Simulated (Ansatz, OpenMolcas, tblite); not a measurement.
## C2H4FGa (SMILES C=[CH][GaH][F]): the vertical energy of the triplet above the singlet, rung by rung

The species is C2H4FGa (8 atoms), meant as a singlet with charge 0. As SMILES, `C=[CH][GaH][F]`. The shape is that of a PBE0-D4/def2-TZVP optimisation. This is one conformer, not always the lowest.

Each level gives the vertical energy of the triplet above the singlet (eV). The values are calculated.

```csv
level,kind,program,value (eV),CPU time (all runs)
IPEA1-xTB,semi-empirical,tblite,5.28,under 2 s
HF/cc-pVDZ,Hartree–Fock,Ansatz,3.26,17 s
BLYP/cc-pVDZ,GGA,OpenMolcas,4.24,2.5 min
M06-L/cc-pVDZ,meta-GGA,OpenMolcas,4.12,3.6 min
BHLYP/cc-pVDZ,global hybrid,OpenMolcas,3.98,2.3 min
wB97M-V/cc-pVDZ,range-separated hybrid,Ansatz,4.35,4.6 min
B2PLYP/cc-pVDZ,double hybrid,Ansatz,4.27,49 s
RPA@PBE/cc-pVDZ,RPA,Ansatz,4.36,72 s
MP2/cc-pVDZ,perturbation theory,Ansatz,4.46,19 s
CCSD/cc-pVDZ,coupled cluster or CI,Ansatz,4.24,2.4 min
```

All-electron rows without a relativistic Hamiltonian named are non-relativistic. The values span 3.26 to 5.28 eV. In the correlated wave-function rows the outer d shell of Ga is correlated, in sets not made for it. Times are those of the runs behind each value, whatever else they computed, on shared processors of several kinds: orders of magnitude only.
